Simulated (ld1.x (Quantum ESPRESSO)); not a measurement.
## What the settings do to the TM potential of chromium (Cr)

Base potential:

ld1.x (Quantum ESPRESSO) 7.5 input, shortened:

```
&input
   title='Cr', zed=24., rel=1, dft='PBESOL', iswitch=3,
   config='[Ar] 3d5 4s0 4p0'
 /
 &inputp
   pseudotype=2, tm=.true., lloc=2,
   nlcc=.true., new_core_ps=.true., rcore=1.40
 /
3
4S  1  0   0.00   0.00  2.85  2.85  0.0
4P  2  1   0.00   0.00  3.60  3.60  0.0
3D  3  2   5.00   0.00  1.80  1.80  0.0
 &test
   configts(1)='3d5 4s0 4p0'
 /
```

All-electron outer shells of the reference configuration (PBEsol, scalar-relativistic, ld1.x):

| shell | level (eV) | outermost node (bohr) | outermost maximum (bohr) |
| --- | --- | --- | --- |
| 3p | -52.33 | 0.33 | 0.80 |
| 3d | -9.84 | – | 0.84 |
| 4s | -9.84 | 1.12 | 2.58 |
| 4p | -5.86 | 1.24 | 3.27 |

Cutoffs, loose and tight: the cutoffs (Ry, on a coarse ladder) from which the occupation-weighted sum of valence levels, in a spherical-Bessel basis at the reference potential, stays within 10 and 1 mRy of its value at 400 Ry. They do not see the model core or the augmentation charge, which bear on the density cutoff. Test errors are all-electron minus pseudo excitation energies from the reference, over the configurations 3d5 4s1 4p0; 3d4 4s0 4p0; 3d3 4s0 4p0; 3d6 4s0 4p0; 3d5 4s0.5 4p0; 3d5 4s0 4p1; 3d5.5 4s0.5 4p0. A dash means not determined; rows that change the core or the reference have their own tests. The largest error is taken over the tests solved by every variant that gives reliable tests at all: 3d3 4s0 4p0; 3d4 4s0 4p0; 3d5 4s0 4p1; 3d5 4s0.5 4p0; 3d5 4s1 4p0.

A true bound ghost makes a file unfit for plane-wave use even where its test errors are small: the radial tests pick states by their node count and pass the ghost by. Where a test does run into it, the solver fails or the error is huge.

```csv
change,outcome,"cutoff, loose","cutoff, tight",bound ghosts,largest test error (meV)
base,generated,70 Ry,90 Ry,"s, p",-1017
core correction none,generated,70 Ry,90 Ry,"s, p",-425
core correction Bessel-smoothed model core inside 0.84 bohr,generated,70 Ry,90 Ry,"s, p",-1020
core correction Bessel-smoothed model core inside 1.04 bohr,generated,70 Ry,90 Ry,"s, p",-1021
core correction Bessel-smoothed model core inside 1.32 bohr,generated,70 Ry,90 Ry,"s, p",-1020
core correction Bessel-smoothed model core inside 1.62 bohr,generated,70 Ry,90 Ry,"s, p",-999
core correction Bessel-smoothed model core inside 1.90 bohr,generated,70 Ry,90 Ry,"s, p",-944
core correction Bessel-smoothed model core inside 2.08 bohr,generated,70 Ry,90 Ry,"s, p",-891
```
